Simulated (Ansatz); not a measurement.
Gas-phase reaction in SMILES: NB(N)Cl -> [NH]B(N)Cl + H atom (the H-N bond at the site shown breaks; other sites are not compared here)
Geometries: B3LYP-D3(BJ)/def2-TZVP minima from Ansatz (a first-principles code), one conformer each, not searched for the lowest. Frequencies are from Ansatz.

Wanted: bond dissociation energy (enthalpy at 298 K, with B3LYP-D3(BJ) rigid-rotor harmonic-oscillator terms), in kJ/mol. Correlated levels leave the core frozen unless marked. Open shells are spin-unrestricted. No spin-orbit coupling. Non-relativistic. Basis-set limits of correlation are two-point, X^-3; Hartree-Fock from the larger set. [CCSD(T)-MP2]/basis is that difference in the basis named.

Level to compare with: RI-MP2/CBS(aug-cc-pV(T+d)Z,aug-cc-pV(Q+d)Z)+[CCSD(T)-MP2]/aug-cc-pV(T+d)Z (Ansatz), 483.9 kJ/mol. It is a level with limits of its own, and the differences hold the functionals' basis error too.

### Question
Rank these functionals by how close they come to RI-MP2/CBS(aug-cc-pV(T+d)Z,aug-cc-pV(Q+d)Z)+[CCSD(T)-MP2]/aug-cc-pV(T+d)Z, closest first: wB97M-V/def2-TZVPD (Ansatz); CAM-B3LYP/def2-TZVPD (Ansatz); r2SCAN/def2-TZVPD (Ansatz).

### Answer
wB97M-V/def2-TZVPD (range-separated hybrid meta-GGA with VV10, 476.6 kJ/mol, difference -7.3), CAM-B3LYP/def2-TZVPD (range-separated hybrid, 471.4 kJ/mol, difference -12.5), r2SCAN/def2-TZVPD (meta-GGA, 454.8 kJ/mol, difference -29.1)
